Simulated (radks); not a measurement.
Values are calculated unless marked as measured or tabulated.
Ionisation of the tungsten ion W3+, [Xe] 4f14 5d3, to [Xe] 4f14 5d2 as the strength of local exchange is varied. Code: a radial shooting solver on a logarithmic mesh with Libxc functionals. Model: non-relativistic Kohn-Sham, Slater X-alpha exchange (alpha = 2/3 is LDA exchange), no correlation, spin-polarised, spherical densities, point nucleus; open shells are filled with parallel spins first (spin-orbit coupling, left out, can overturn this in heavy ions); relativity is left out, which matters for an element this heavy.

alpha  E(W3+) (hartree)  exchange (hartree)  IE (eV)  -e of the level emptied (eV)  <r> of it (bohr)
0.59        -15240.8764           -256.5435   36.524                   30.533 (5d)             1.770
0.636       -15260.8919           -276.9274   37.408                   31.374 (5d)             1.751
0.644       -15264.3757           -280.4781   37.563                   31.522 (5d)             1.748
0.667       -15274.3962           -290.6955   38.010                   31.949 (5d)             1.739
0.668       -15274.8321           -291.1400   38.030                   31.968 (5d)             1.739
0.964       -15404.4112           -423.8644   44.073                   37.767 (5d)             1.633
0.982       -15412.3278           -432.0085   44.457                   38.138 (5d)             1.628
1.035       -15435.6622           -456.0370   45.597                   39.240 (5d)             1.611

NIST Atomic Spectra Database: 38.2 +/- 0.4 eV (semi-empirical). The Delta-SCF value meets it near alpha = 0.68. Relativity is left out here, which matters for elements this heavy. Open shells are spherical and high-spin; term and fine-structure splittings are not resolved.
